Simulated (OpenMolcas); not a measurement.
# Nd⁴⁺: effect of the IPEA shift

```json
{
 "Program": "OpenMolcas 26.06",
 "Basis": "ANO-RCC-VTZP [8s7p5d3f2g1h]",
 "Scalar Hamiltonian": "DKH2, point nucleus",
 "Active space": "2 electrons in 7 orbitals (4f)",
 "State averaging": "2S+1 = 3 even, 21 roots; 2S+1 = 1 even, 28 roots",
 "Spin-orbit coupling": "RASSI with atomic mean-field integrals over the reference wave functions, term energies averaged over their components"
}
```

Methods on the same reference wave functions:
A. CASSCF
B. SS-CASPT2, IPEA 0 Eh, imaginary shift 0.1 Eh (closed shells correlated: 5s 5p)
C. SS-CASPT2, IPEA 0.25 Eh, imaginary shift 0.1 Eh (closed shells correlated: 5s 5p)

Energies in cm-1 above 4f2 3H4, the measured ground level; measured values from the list in Carvajal Gallego et al., Mon. Not. R. Astron. Soc. 518, 332 (2023).

```
  Level      A      B      C  Measured
4f2 3H4    0.0    0.0    0.0       0.0
4f2 3H5   2983   3000   3010      2834
4f2 3H6   6097   6110   6110      5743
4f2 3F2   7775   6380   6490      5894
4f2 3F3   9708   8360   8470      7785
4f2 1D2  26943  23400  23550     20551
4f2 1I6  32224  29950  29940     26088
4f2 3P0  33503  28950  29260     25051
4f2 3P1  34367  29870  30180     25893
4f2 3P2  36004  31580  31880     27479
4f2 1S0  73486  62800  63170
```

Deviations, from unrounded energies. A percentage is the sum of absolute deviations over the sum of measured energies, with the sign that they share, or ± where signs differ.

```csv
Against measurement,Levels,A,B,C
mean absolute deviation (cm-1),9,4700,2300,2400
fine structure of the ground term (%),2,+5.9,+6.3,+6.3
other terms of the ground configuration (%),7,+30.1,+14.2,+15.2
```

B lies closest to measurement on these levels and A furthest from it. The largest miss of B in the table is 4f2 3P2, by +4100 cm-1. The ranking rests on the paired levels alone, and a cruder setting can come out closer through cancelling errors.

Between B and C the level of the table that moves most is 4f2 1S0, by 370 cm-1 (lowest in B, highest in C). Moves below CASPT2's spread within the term are not significant.

The mean deviations of B to C differ by less than CASPT2's widest spread within a term (1100 cm-1), so their order carries little weight.

From A to B the spin-free energies of the other terms of 4f2 shown, above 3H, scale by factors of 0.80 to 0.92, as is usual when dynamic correlation screens the repulsion within a d or f shell.

The lowest spin-free term lies below A's lowest term by 0.239 hartree in B, 0.237 hartree in C.

Term energies are means over components that CASPT2 splits; among the terms shown or strongly mixed into the levels shown the widest spread is 1100 cm-1 (4f2 1I, B). Without dynamic correlation excited terms often stand tens of per cent too high (terms of higher spin than the ground term too low), and those without a measured partner can miss by more than the paired ones (holds for A). Some levels mix across a computed gap that differs much from the measured one, so their mixing is not that of the real levels (holds for A). The CASPT2 spread within a term exceeds the gap to the next term for 4f2 1I and 4f2 3P, so the order of their levels is uncertain (holds for B). Some terms miss by over 15 % even with CASPT2, which points to a basis or an active space too small for the shells correlated (holds for B; C). Measured partners are found by configuration, term and J. A level has none where our copy of the source lacks it or the pairing is in doubt (some pairs that miss far off the trend of their configuration count as doubtful), and it then counts in no deviation. Levels of configurations outside the active space are missing. The table leaves out levels that lie high or whose names do not pair safely across all columns.
